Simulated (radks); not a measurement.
Results of a calculation; reference values are marked as such.
Ta, 73 electrons, occupied as [Xe] 4f14 5d3 6s2.

Level of theory: scalar-relativistic Kohn-Sham, exchange-only LDA, spin-polarised, spherical densities, point nucleus; open shells are filled with parallel spins first (spin-orbit coupling, left out, can overturn this in heavy ions) (a radial shooting solver on a logarithmic mesh with Libxc functionals).

Energy parts (hartree):
| part | energy |
|---|---|
| total | -15587.8935 |
| kinetic | 17131.5967 |
| electron-nucleus | -38521.7802 |
| Hartree | 6100.6438 |
| exchange | -298.3538 |

Orbitals (lengths in bohr, moments of r in powers of bohr; r(max) is where P^2 peaks):
| orbital | occ. | eigenvalue (hartree) | <1/r> | r(max) |
|---|---|---|---|---|
| 1s up | 1 | -2473.662 | 85.40 | 0.01168 |
| 1s down | 1 | -2473.662 | 85.40 | 0.01168 |
| 2s up | 1 | -424.9794 | 19.95 | 0.06690 |
| 2s down | 1 | -424.9760 | 19.95 | 0.06690 |
| 2p up | 3 | -372.5484 | 18.14 | 0.05478 |
| 2p down | 3 | -372.5456 | 18.14 | 0.05478 |
| 3s up | 1 | -97.28495 | 7.382 | 0.1888 |
| 3s down | 1 | -97.28405 | 7.382 | 0.1888 |
| 3p up | 3 | -81.69382 | 6.832 | 0.1867 |
| 3p down | 3 | -81.69282 | 6.832 | 0.1867 |
| 3d up | 5 | -63.47171 | 6.461 | 0.1519 |
| 3d down | 5 | -63.46969 | 6.461 | 0.1519 |
| 4s up | 1 | -19.76164 | 3.136 | 0.4290 |
| 4s down | 1 | -19.75905 | 3.136 | 0.4290 |
| 4p up | 3 | -14.64535 | 2.851 | 0.4497 |
| 4p down | 3 | -14.64265 | 2.851 | 0.4497 |
| 4d up | 5 | -8.09755 | 2.532 | 0.4615 |
| 4d down | 5 | -8.09384 | 2.532 | 0.4615 |
| 4f up | 7 | -0.86084 | 1.997 | 0.4407 |
| 4f down | 7 | -0.85030 | 2.006 | 0.4404 |
| 5s up | 1 | -2.65510 | 1.210 | 0.9891 |
| 5s down | 1 | -2.61303 | 1.218 | 0.9861 |
| 5p up | 3 | -1.42832 | 1.008 | 1.127 |
| 5p down | 3 | -1.37033 | 1.019 | 1.121 |
| 5d up | 3 | -0.12867 | 0.5930 | 1.606 |
| 5d down | 0 | -0.05369 | 0.5657 | 1.585 |
| 6s up | 1 | -0.19563 | 0.3908 | 2.727 |
| 6s down | 1 | -0.13736 | 0.3588 | 2.857 |

The highest occupied level is 5d up at -3.501 eV. Summed over all electrons, <r^2> = 72.69 bohr^2, which gives a Langevin (diamagnetic) susceptibility term of -57.6 x 10^-6 cm^3/mol. The density falls to 0.001 e/bohr^3 at r = 4.92 bohr.
